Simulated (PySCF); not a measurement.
Compound: C3H3BrF2.
SMILES: `C=C(Br)C(F)F`

Computed with TDDFT CAM-B3LYP/def2-SVPD, vertical, gas phase, core orbitals frozen in the response in PySCF. One conformer (not necessarily the lowest) at the PBE0-D3(BJ)/def2-SVP geometry, without solvent, vibrations or thermal averaging. The CAM-B3LYP/def2-SVPD calculation is non-relativistic and has no spin–orbit coupling, an omission that weighs most on bromine. Torsions of this conformer, `[CH2:1]=[C:2]([Br:3])[CH:4]([F:5])[F:6]`: C1–C2–C4–F5 1°.

Problem. Predict the UV-vis stick spectrum at this level.

Solution. 

| state | E (eV) | E (kJ/mol) | λ (nm) | f | \|μ\| (D) | main configurations (H = HOMO, L = LUMO) |
| --- | --- | --- | --- | --- | --- | --- |
| S1 | 5.94 | 573 | 208.8 | 0.0003 | 0.12 | H→L+1 (90%) |
| S2 | 6.39 | 616 | 194.1 | 0.211 | 2.95 | H→L (96%) |
| S3 | 6.69 | 645 | 185.4 | 0.0034 | 0.37 | H-1→L (87%), H-1→L+1 (10%) |
| S4 | 6.76 | 652 | 183.5 | 0.0011 | 0.21 | H-1→L+1 (82%), H-1→L (11%) |
| S5 | 7.47 | 721 | 166.0 | 0.0074 | 0.51 | H→L+2 (90%) |
| S6 | 7.94 | 766 | 156.1 | 0.0058 | 0.44 | H-3→L (64%), H-2→L (28%) |
| S7 | 8.24 | 795 | 150.5 | 0.0085 | 0.52 | H-2→L+1 (62%), H-3→L+1 (10%) |
| S8 | 8.28 | 799 | 149.7 | 0.034 | 1.04 | H→L+3 (54%), H→L+4 (15%), H-1→L+2 (10%) |
| S9 | 8.32 | 803 | 149.0 | 0.025 | 0.89 | H-1→L+2 (34%), H-2→L (16%), H-1→L+4 (9%) |
| S10 | 8.33 | 804 | 148.8 | 0.030 | 0.97 | H→L+4 (38%), H→L+3 (31%), H→L+5 (11%) |

Triplets (Tamm–Dancoff): T1 4.06 eV, H→L (80%), H-2→L (11%); T2 5.40 eV, H→L+1 (86%); T3 6.02 eV, H-1→L+1 (86%); T4 6.59 eV, H-1→L (96%).

The lowest singlet comes at 209 nm (573 kJ/mol) in the ultraviolet; it is dark (f under 0.0005); its leading configuration is HOMO→LUMO+1 (90%). The strongest level in the table is S2 at 6.39 eV (194 nm, f = 0.211). Löwdin shares by element: HOMO bromine 48%, carbon 46% or more; LUMO carbon 63% or more, bromine 10%, hydrogen 7% or more (atoms not listed hold the other 20%). The oscillator strengths of these states sum to 0.326; summed over the whole spectrum of an exact calculation they would give the number of electrons, 74 (Thomas–Reiche–Kuhn). Of the 10 states listed, 4 reach f = 0.01 and 1 stays under 0.0005. The listed states span 2.40 eV, and the widest gap between neighbours is 0.71 eV (S4 to S5). No computed singlet lies in the visible range (380 to 750 nm); the lowest, at 209 nm, stands 2.68 eV above its violet end (3.26 eV). All these states lie below the vertical ionisation energy of 10.16 eV (ΔSCF). Only the lowest 10 singlets were computed, as vertical energies without vibronic structure.
